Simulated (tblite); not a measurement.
Compound: C6H4NOS (doublet state).
SMILES with atom numbers: `[CH3:1][C:2]1=[C:3][O:4][C:5](=[S:6])[C@H:7]1[C:8]#[N:9]` (hydrogens: H10, H11, H12 on C1; H13 on C7)

Method: GFN2-xTB as coded in tblite; computed harmonic values from a numerical Hessian at the method's own geometry, unscaled. This tight-binding method is rough: wavenumbers can miss measured ones by several per cent, in bad cases by 10 to 20. Open shells enter through the occupations alone, without spin polarisation, and single modes of such species can be off by tens of per cent.

Harmonic wavenumbers (cm⁻¹): 73.3, 101.5, 119.8, 152.8, 214.9, 296.0, 346.6, 385.7, 451.4, 467.9, 540.3, 583.6, 668.8, 822.2, 844.6, 974.2, 1015.3, 1022.8, 1043.0, 1059.7, 1129.9, 1155.5, 1183.6, 1259.2, 1401.7, 1461.1, 1463.9, 1670.0, 2393.1, 2917.2, 2992.4, 3010.0, 3065.3.

A = 2164, B = 1250, C = 858.1 MHz; mass 138.001 u (most abundant isotopes); point group C1, symmetry number 1; spin multiplicity 2.

Q: What is the zero-point energy?

A: Half the sum of the wavenumbers: 18144 cm⁻¹ = 51.88 kcal/mol.

Q: What is S at 298.15 K and 1 bar for an ideal gas of classical rigid rotors and harmonic oscillators?

A: Translation 40.70, rotation 29.32, vibration 22.82, spin (R ln 2) 1.38: S = 94.2 cal/(mol K).

Q: And Cp and H(298.15 K) − H(0)?

A: Cp = 32.24 cal/(mol K), of which vibrations give 24.29 (their classical limit is 33 R = 65.6); H(298.15 K) − H(0) = 6.08 kcal/mol without the zero-point energy, 3.71 from vibrations.

Q: How do the functions run with temperature in this model?

A: 
| T (K) | S (cal/(mol K)) | Cp (cal/(mol K)) | H − H(0) (kcal/mol) | G − H(0) (kcal/mol) | ln q(vib) |
| --- | --- | --- | --- | --- | --- |
| 100 | 68.7 | 16.7 | 1.18 | -5.69 | 1.08 |
| 200 | 82.9 | 24.9 | 3.27 | -13.31 | 3.15 |
| 300 | 94.4 | 32.4 | 6.14 | -22.19 | 5.26 |
| 500 | 114.0 | 44.5 | 13.90 | -43.09 | 9.37 |
| 800 | 137.5 | 55.2 | 29.03 | -80.96 | 15.05 |
| 1000 | 150.3 | 59.6 | 40.53 | -109.77 | 18.47 |

q(vib) and H(0) count from the zero-point level.

Q: What must be added to the electronic energy to get the Gibbs energy at 298.15 K and 1 bar?

A: ZPE + [H(298.15 K) − H(0)] − T·S = 51.88 + 6.08 − 28.09 = 29.87 kcal/mol.

Q: Blend soft modes into free rotors: weight 1/[1 + (100 cm⁻¹/ν̃)⁴] for the oscillator and the rest for a rotor with moment μB/(μ + B), μ = h/(8π²ν), B = 10⁻⁴⁴ kg m². What vibrational entropy results?

A: 21.68 cal/(mol K) in place of 22.82, which changes −T·S at 298.15 K by +0.34 kcal/mol.

Q: Which modes carry the vibrational entropy at 298.15 K?

A: 73.3 cm⁻¹: 4.06; 101.5 cm⁻¹: 3.43; 119.8 cm⁻¹: 3.10; 152.8 cm⁻¹: 2.64; 214.9 cm⁻¹: 2.00; 296.0 cm⁻¹: 1.44 cal/(mol K); the other 27 give 6.15 together.

Hindered rotation and anharmonicity are outside this model. The structure is chiral; the term R ln 2 for an equal mix with its mirror image is left out.
